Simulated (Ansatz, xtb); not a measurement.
## Ranking isomers of C5H10OSi

12 gas-phase structures of C5H10OSi, from a drawn sample of its isomers (lower ones may exist). Each was relaxed with GFN2-xTB; where two conformers were screened, the lower at r2SCAN-D4/def2-SVP is listed:

A. `CO/C=C/C=C/[SiH3]`, a singlet
B. `C=C([SiH3])C(=C)OC`, a singlet
C. `C=C/C(=C/[SiH3])OC`, a singlet
D. `C=C([SiH3])/C=C\OC`, a singlet
E. `C=C([SiH3])/C=C/OC`, a singlet
F. `C=C/C=C(\[SiH3])OC`, a singlet
G. `C=C(/C=C\[SiH3])OC`, a singlet
H. `C=C(/C=C/[SiH3])OC`, a singlet
I. `C=C/C=C(/[SiH3])OC`, a singlet
J. `C=C/C([SiH3])=C/OC`, a singlet
K. `C=C/C([SiH3])=C\OC`, a singlet
L. `C=C/C(=C\[SiH3])OC`, a singlet

**Question.** Make a reasoned guess at their ranking by r2SCAN-D4/def2-SVP single-point energy.

**Answer.** Calculated order at r2SCAN-D4/def2-SVP: L (0.0), A (0.1), H (0.3), G (0.5), K (2.5), J (3.2), E (3.3), B (4.4), C (4.5), D (4.6), F (5.1), I (5.7) kcal/mol. Less than 1 kcal/mol parts L and A; A and H; H and G; K and J; J and E; B and C; C and D; D and F; F and I, so the order within those pairs means little.

Energies above the lowest of each column, in kcal/mol; the last columns are at B3LYP/def2-SVP geometries and were run for some of them only (a dash: not run or not comparable):

| structure | GFN2-xTB | HF/STO-3G | r2SCAN-D4/def2-SVP | B3LYP/def2-SVP | CCSD(T)/def2-SVP + ΔMP2/def2-TZVPP |
| --- | --- | --- | --- | --- | --- |
| L | 1.9 | 1.8 | 0.0 | 1.3 | 0.0 |
| A | 0.3 | 0.1 | 0.1 | 0.0 | 1.0 |
| H | 2.4 | 0.0 | 0.3 | 0.8 | 0.0 |
| G | 0.0 | 1.6 | 0.5 | 1.4 | 0.4 |
| K | 2.9 | 2.3 | 2.5 | 3.1 | 2.0 |
| J | 2.6 | 1.9 | 3.2 | 4.0 | 3.5 |
| E | 2.7 | 3.0 | 3.3 | – | – |
| B | 1.7 | 2.6 | 4.4 | – | – |
| C | 5.4 | 3.1 | 4.5 | – | – |
| D | 3.1 | 3.8 | 4.6 | – | – |
| F | 0.8 | 2.3 | 5.1 | – | – |
| I | 3.9 | 4.9 | 5.7 | – | – |

CCSD(T)/def2-SVP + ΔMP2/def2-TZVPP puts L lowest of those it was run on, with G and H within 1 kcal/mol; B3LYP/def2-SVP picks A. CCSD(T)/def2-SVP + ΔMP2/def2-TZVPP orders those it was run on as L (0.0), H (0.0), G (0.4), A (1.0), K (2.0), J (3.5) kcal/mol. Less than 1 kcal/mol parts L and H; H and G; G and A; A and K, so the order within those pairs means little. Flexible structures stand in one conformer each, not always the lowest. Frequencies (GFN2-xTB) were run for A, G, H, J, K, L alone. ΔMP2 is the change of the MP2 energy from the smaller to the larger basis.

Over these structures GFN2-xTB departs from r2SCAN-D4/def2-SVP by 1.4 kcal/mol on average once a common shift is removed. A GFN2-xTB relaxation took about 0.39 s and the r2SCAN-D4/def2-SVP energy about 5.7 s on a shared host (Ansatz 0.2.0, xtb 6.7.1).
